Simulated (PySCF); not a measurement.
**HoOF at several levels of theory**

Computed with PySCF 2.14.0 (density fitting, no spin-orbit coupling) at the geometry relaxed with PBE0:

```xyz
3
HoOF (singlet in the valence; each metal's 4f electrons, 10 of them, lie in its core potential, out of spins and levels)
Ho    0.0270    0.0000   -0.3266
O     1.5234    0.0000    0.7059
F    -1.6557    0.0000    0.7866
```

| level | basis | state | HOMO (eV) | gap (eV) | charge on Ho1 (e) | population of f-type functions on Ho1 (polarisation alone where 4f lies in the core) | dipole about the centre of mass (D) | largest force component (eV/Å) |
| --- | --- | --- | --- | --- | --- | --- | --- | --- |
| PBE0 | Ho lcecp-1-SVP with ECP56, O def2-SVP, F def2-SVP | singlet | -6.63 | 4.17 | 0.90 | 0.08 | 7.58 | 0.02 |
| B3LYP | the same | singlet | -6.38 | 3.58 | 0.85 | 0.08 | 7.45 | 0.48 |
| PBE0 | Ho lcecp-1-TZVP with ECP56, O def2-TZVP, F def2-TZVP | singlet | -6.62 | 4.17 | 1.29 | 0.08 | 7.86 | 0.18 |

In the lcecp rows the 4f levels are missing from HOMO and gap, and the state counts the valence alone.

Charges are Mulliken's, which hang on the basis. The relaxation used the grid (50, 194), these runs (75, 302) or, all-electron (x2c bases, spin-free X2C Hamiltonian), (99, 590).

**Question.** What does TPSS with Ho lcecp-1-SVP with ECP56, O def2-SVP, F def2-SVP give here?

**Answer.** state singlet, HOMO (eV) -5.16, gap (eV) 2.29, charge on Ho1 (e) 0.82, population of f-type functions on Ho1 (polarisation alone where 4f lies in the core) 0.08, dipole about the centre of mass (D) 7.14, largest force component (eV/Å) 0.82. Time: 2.5 s on 2 threads of Arm Neoverse V1, with other jobs on the host, from an already converged density.

In the first row's basis the gap widens with exact exchange: 2.3 eV for TPSS (none); 3.6 to 4.2 eV for B3LYP, PBE0 (a fixed share).

An lcecp potential fixes the number of 4f electrons, so in runs with it no electron can move into or out of that shell.
